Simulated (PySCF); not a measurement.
## Working with the constants of RbTl

RHF-CCSD(T) constants of RbTl, ¹Σ⁺ (singlet), closed shell (Rb def2-SVPD with ECP28, Tl def2-SVPD with ECP60; scalar-relativistic core potentials (PySCF 2.14); masses 84.9118 and 204.9744 u):

* ωe: 57.5 cm⁻¹
* ωexe: 0.168 cm⁻¹
* Be: 0.017626 cm⁻¹
* αe: 7.12e-05 cm⁻¹
* De to Rb + Tl: 0.435 eV

(1) What force constant and bond length do these constants imply?

(2) Estimate the centrifugal constant D from the Kratzer relation and find the Dunham coefficient a1.

Correlated steps freeze 4 core orbitals. Correlated levels converge slowly with the basis: in double zeta they bind strong bonds too weakly, by up to about 1 eV, and carry superposition errors of some tenths. These are scalar-relativistic numbers at best; spin–orbit coupling would shift them, the dissociation energy most. Where the molecule has an RHF reference, its open-shell atoms are computed with UHF.

## Answers

(1) Reduced mass μred = 60.040 u; k = 5.8918×10⁻⁷·μred·ωe² (u, cm⁻¹, mdyn/Å) = 0.117 mdyn/Å; Re = √(16.8576/(μred·Be)) (u, cm⁻¹, Å) = 3.991 Å.

(2) D = 4Be³/ωe² = 6.62e-09 cm⁻¹; a1 = −1 − αeωe/(6Be²) = -3.20.
